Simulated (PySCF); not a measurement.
CH4N2O2Si, SMILES O([Si@@H](N)O)C#N.

The structure is a stationary point at TPSSh-D3(BJ)/def2-SVP. The structure was generated by enumeration; whether it is a known compound was not checked. Other conformers were not sampled.

Two levels are set side by side: TDDFT-PBE/def2-SVPD (PySCF) and TDDFT-CAM-B3LYP/def2-SVPD (PySCF). Vertical, same geometry. The lowest singlet is HOMO→LUMO 99 % with PBE and HOMO→LUMO 66 %, HOMO−1→LUMO+1 10 % with the other functional; states are paired by order. Differences are taken from unrounded values.

| quantity | TDDFT-CAM-B3LYP | TDDFT-PBE | TDDFT-PBE minus TDDFT-CAM-B3LYP |
|---|---|---|---|
| lowest singlet excitation (eV) | 7.29 | 6.25 | -1.04 |
| lowest triplet excitation (TDA) (eV) | 6.52 | 6.10 | -0.42 |

A lower first singlet is the usual sign of a functional without exact exchange. Differences between two approximate levels are no errors against the true value.

Rough cost on one machine, each run with all the roots and properties that it gave: TDDFT-CAM-B3LYP against TDDFT-PBE about 6 times.
